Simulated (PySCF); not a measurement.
**Telling isomers of C6H7F apart by NMR**

PySCF 2.14.0 with density-fitted response routines calculation with structure optimised with GFN2-xTB, σ from GIAO-PBE0/pcSseg-1 and couplings computed with B3LYP/pcJ-1 (spin–dipole term left out of most H,H and C,H couplings); one conformer, non-relativistic, fast rotation and ring inversion assumed for equivalent nuclei, no solvent model.

δ = σ(ref) − σ, references computed at the same level: 1H (σ = 31.72 ppm), 13C (σ = 186.93 ppm) against TMS. Multiplet labels drop J under 1 Hz and among equivalent protons, and merge close values. Unscaled 3J(H,H) run several per cent high. Splittings of carbon signals by F and P are missing where no couplings were computed. Where no couplings were computed, multiplicities follow the n + 1 count of equivalent neighbours, and m marks all less simple cases (inequivalent or close neighbours, rings, F or P nearby). Vicinal couplings that depend on rotamer populations or ring flexing (ring, CH–CH, X–H and H–F types) are those of the one conformer. One-bond C–F couplings are unscaled and too large by tens of Hz. Shifts are as computed. Against solution values, carbons near 30 ppm lie about +3 ppm off and those near 130 ppm about +5 ppm. Of 1309 compounds with measured shifts, 239 miss one by over three times the rms of a fit or turn the order of signals round; such compounds aren't used in these exercises.

(1) Tabulate the signals of `C=CCC1=C(F)C1`, `C=C(C)[C@@H]1C=C1F`, `CC1(F)C=CC=C1`, `C=C[C@H](F)C#CC` and their relative energies.

(2) What is the quickest way to tell CC1(F)C=CC=C1 from C=C[C@H](F)C#CC?

(3) What is the quickest way to tell C=CCC1=C(F)C1 from C=C[C@H](F)C#CC?

(4) What is the quickest way to tell C=CCC1=C(F)C1 from CC1(F)C=CC=C1?

Answers

(1) 
| SMILES | carbon types | δC | δH | E rel. (kcal/mol) |
| --- | --- | --- | --- | --- |
| C=CCC1=C(F)C1 | 2×C 1×CH 3×CH2 | 151.9, 141.9, 123.4, 83.5, 33.9, 23.4 | 5.92 (m, 1H), 5.49 (m, 1H), 5.35 (m, 1H), 3.16 (d, 2H), 1.89 (m, 2H) | 53.6 |
| C=C(C)[C@@H]1C=C1F | 2×C 2×CH 1×CH2 1×CH3 | 157.3, 156.2, 114.0, 74.3, 37.4, 26.9 | 5.30 (br s, 1H), 5.09 (br s, 1H), 4.90 (m, 1H), 2.68 (m, 1H), 2.05 (s, 3H) | 52.0 |
| CC1(F)C=CC=C1 | 1×C 4×CH 1×CH3 | 150.3, 138.3, 105.9, 23.7 | 6.56 (m, 2H), 6.31 (m, 2H), 1.58 (m, 3H) | 0.0 |
| C=C[C@H](F)C#CC | 2×C 2×CH 1×CH2 1×CH3 | 146.9, 122.4, 95.3, 87.0, 82.5, 4.9 | 6.37 (m, 1H), 5.54 (m, 1H), 5.42 (dd, 1H), 5.41 (dd, 1H), 2.08 (dd, 3H) | 33.8 |

Energies are electronic energies at PBE0/pcSseg-1 on these geometries, without zero-point or thermal terms, each for the one conformer computed, which needn't be the lowest.

(2) Count the carbon signals: 4 against 6. The first has a methyl carbon (CH3) at 23.7 ppm, the second a terminal =CH2 carbon at 122.4 ppm. Their most deshielded carbons lie at 150.3 and 146.9 ppm.

(3) Both give the same number of carbon signals, but DEPT or the intensities differ. The first has an allylic sp3 CH2 at 33.9 ppm, the second a propargylic methyl carbon (CH3) at 4.9 ppm. Their most deshielded carbons lie at 151.9 and 146.9 ppm. In the proton spectra the most deshielded non-exchanging signals are 5.92 (m, 1H) and 6.37 (m, 1H).

(4) Count the carbon signals: 6 against 4. The first has a terminal =CH2 carbon at 123.4 ppm, the second a methyl carbon (CH3) at 23.7 ppm. Their most deshielded carbons lie at 151.9 and 150.3 ppm. In the proton spectra the most deshielded non-exchanging signals are 5.92 (m, 1H) and 6.56 (m, 2H).
